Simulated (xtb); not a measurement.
Si(AsH2)(OH)3 (AsH₅O₃Si), SMILES [Si](O)([AsH2])(O)O. All values are semi-empirical tight-binding results from xtb (GFN2-xTB unless named), good for trends rather than for accurate numbers. Geometry optimised at GFN2-xTB. The structure was generated by enumeration, and PubChem lists no compound with its InChIKey, so it may never have been made. One conformer was computed; it need not be the lowest.

Optimised geometry:

Bonds (Å): O1–Si2 1.644, O1–H6 0.953, Si2–O3 1.631, Si2–O4 1.628, Si2–As5 2.295, O3–H7 0.955, O4–H8 0.954, As5–H9 1.508, As5–H10 1.508. Bond angles (°): Si2–O1–H6 118.5, O1–Si2–O3 111.6, O1–Si2–O4 103.0, O1–Si2–As5 118.9, O3–Si2–O4 110.9, O3–Si2–As5 101.4, O4–Si2–As5 111.4, Si2–O3–H7 120.9, Si2–O4–H8 117.7, Si2–As5–H9 93.0, Si2–As5–H10 92.4, H9–As5–H10 88.5.
Charge 0, spin multiplicity 1.

```yaml
orbital_gap: 5.42 eV
zero_point_energy: 34.9 kcal/mol
G − E(el) at 298.15 K (modified RRHO): 13.3 kcal/mol
static polarisability (D4 model): 79.4 bohr³
solvation energy, GFN2-xTB/ALPB(water): -11.4 kcal/mol
solvation energy, GFN2-xTB/ALPB(acetonitrile): -10.8 kcal/mol
```

Computed atomic charges and the Wiberg bond orders between heavy atoms:
charges (e) O1 -0.50, Si2 0.63, O3 -0.50, O4 -0.50, As5 0.05, H6 0.30, H7 0.30, H8 0.31, H9 -0.05, H10 -0.05. Bond orders O1–Si2 1.10, Si2–O3 1.10, Si2–O4 1.12, Si2–As5 0.83.
